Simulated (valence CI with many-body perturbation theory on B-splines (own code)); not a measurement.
# Rh23+: calculated level list

Calculated by relativistic CI+MBPT: four valence electrons over a frozen Dirac-Fock core [Ar], radial functions for each j: 9 s, 9 p, 10 d, 8 f, 5 g, 3 h, 1 i, with the one-electron correlation potential Σ1 (screened to all orders), the two-electron term Σ2, the three-electron term Σ3, Breit, model QED; selected single and double excitations, second order for the rest (own B-spline code, finite nucleus).

No measured spectrum was set against this ion. As an estimate, terms of the open shell hold to 2 to 4 % of their energy, and close levels can change places. Core correlation moves these levels by up to 9700 cm⁻¹, and in measured spectra 5 to 20 % of such shifts remained as error; rates that hang on mixing are uncertain with them. Only levels of the ground parity were solved; by the run's estimate the other parity begins above the list, which can be wrong where configurations are misplaced.

Levels 1 to 34 of 34, with energies above the lowest level, 3d4 5D_0. "Leading %" is the weight of the configuration and term that name the level; weights of strongly mixed levels are sums over their largest components and can fall short. Lifetimes count E1, E2, E3, M1 and M2 decay at the calculated energies, and are blank where another channel may lead or the interval is too uncertain; long ones can be off by a factor of two.

```
No.  Configuration  Term  J  E (cm⁻¹)  Leading %  Lifetime      g
  1            3d4    5D  0         0         67                 
  2            3d4    5D  1     19183         86   3.42 ms  1.496
  3            3d4    5D  2     36029         92   4.28 ms  1.475
  4            3d4    5D  3     49381         89   10.1 ms  1.457
  5            3d4    5D  4     58366         72   60.8 ms  1.408
  6            3d4    3P  0     89042         52    133 μs       
  7            3d4    3H  4     97658         56   1.04 ms  0.965
  8            3d4    3G  3    117220         61    450 μs  0.900
  9            3d4    3H  5    121350         77   2.11 ms  1.069
 10            3d4    3F  2    121470         73    332 μs  0.789
 11            3d4    3P  1    122340         78    188 μs  1.393
 12            3d4    3H  6    130980         76   85.3 ms  1.123
 13            3d4    3G  4    143450         54    609 μs  1.039
 14            3d4    3P  2    149580         49    928 μs  1.291
 15            3d4    3F  4    151560         39    297 μs  1.119
 16            3d4    3F  3    158150         53    504 μs  1.120
 17            3d4    3D  3    167800         47    199 μs  1.136
 18            3d4    3G  5    176300         77    523 μs  1.158
 19            3d4    3P  2    178730         35    169 μs  1.165
 20            3d4    1I  6    186800         76    462 μs  1.037
 21            3d4    3D  1    187330         88    145 μs  0.618
 22            3d4    1S  0    209550         76                 
 23            3d4    1G  4    211420         47            1.073
 24            3d4    3P  2    220360         30    177 μs  1.118
 25            3d4    1F  3    230080         66            1.050
 26            3d4    3P  2    249000         73    251 μs  1.317
 27            3d4    3F  4    261020         73            1.185
 28            3d4    3F  2    273200         66    143 μs  0.824
 29            3d4    3F  3    276090         79            1.068
 30            3d4    3P  1    280720         98            1.483
 31            3d4    3P  0    294610         88                 
 32            3d4    1G  4    296550         80            1.039
 33            3d4    1D  2    366210         94            0.998
 34            3d4    1S  0    459820         94   48.6 μs
```

Names give the largest LS component (configuration and term), which can be under half, so a name can repeat, a term be missing and a line seem to break the LS rules; names also repeat where a configuration has a term twice.

The ionisation energy to 3d3 4F_3/2 of the next ion comes out as 1131.7 eV (NIST: 1131 ± 4 eV (theoretical)). All 34 levels together are meant to be complete up to 478180 cm⁻¹.
